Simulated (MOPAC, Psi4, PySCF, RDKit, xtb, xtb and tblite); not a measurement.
Two geometries of SMILES C(CCB(O)O)=C (C₄H₉BO₂), relaxed at GFN2-xTB with one dihedral held; other torsions can differ between them too.

Structure A

```
16

C      2.0868     0.4555     0.7500
C      1.2702    -0.5637     0.5571
C      0.6001    -0.8868    -0.7392
C     -0.9425    -0.8020    -0.6157
B     -1.6087     0.2738    -1.5977
O     -2.7375    -0.0520    -2.2570
O     -1.0883     1.5177    -1.7872
H      2.3517     1.1301    -0.0490
H      2.5384     0.6560     1.7067
H      1.0252    -1.2252     1.3783
H      0.8804    -1.9001    -1.0349
H      0.9637    -0.2108    -1.5169
H     -1.3858    -1.7820    -0.7843
H     -1.1962    -0.5298     0.4121
H     -3.0834     0.6484    -2.8124
H     -0.2970     1.7140    -1.2874
```

Structure B

```
16

C      2.0704     0.4522     0.7752
C      1.2765    -0.5782     0.5477
C      0.6021    -0.8675    -0.7545
C     -0.9389    -0.8141    -0.6156
B     -1.5851     0.5090    -1.2465
O     -2.7595     0.4135    -1.9007
O     -0.9980     1.7335    -1.1501
H      2.3135     1.1642     0.0018
H      2.5287     0.6231     1.7345
H      1.0564    -1.2781     1.3436
H      0.8962    -1.8715    -1.0714
H      0.9450    -0.1689    -1.5202
H     -1.3824    -1.6877    -1.0924
H     -1.2029    -0.8825     0.4417
H     -3.0856     1.2474    -2.2426
H     -0.1735     1.7560    -0.6655
```

### Question
Which is lower in energy at the level PBE0-D3(BJ)/def2-SVP // GFN2-xTB (Psi4), and by how much?

### Answer
B is lower, by 4.99 kJ/mol (dihedral C2–C3–C4–B5: 120° in A, 105° in B).

E(B) − E(A) in kJ/mol at the other levels, on the same two geometries: GFN2-xTB (xtb and tblite) -2.82; PBE0/def2-SVP // GFN2-xTB (Psi4) -4.47; PBE/def2-SVP // GFN2-xTB (Psi4) -4.37; PBE-D3(BJ)/def2-SVP // GFN2-xTB (Psi4) -4.96; UFF // GFN2-xTB (RDKit) -2.50; PM3, restricted, heats of formation // GFN2-xTB (MOPAC) -2.17; PM7, restricted, heats of formation // GFN2-xTB (MOPAC) -2.55; GFN1-xTB // GFN2-xTB (xtb) -2.24; restricted B3LYP/6-31G*, spherical d, density fitting // GFN2-xTB (PySCF) -4.61; restricted B3LYP/LANL2DZ // GFN2-xTB (PySCF) -4.56; restricted BP86/6-31G*, spherical d, density fitting // GFN2-xTB (PySCF) -4.37; restricted M06-2X/6-31G*, spherical d, density fitting // GFN2-xTB (PySCF) -5.71.
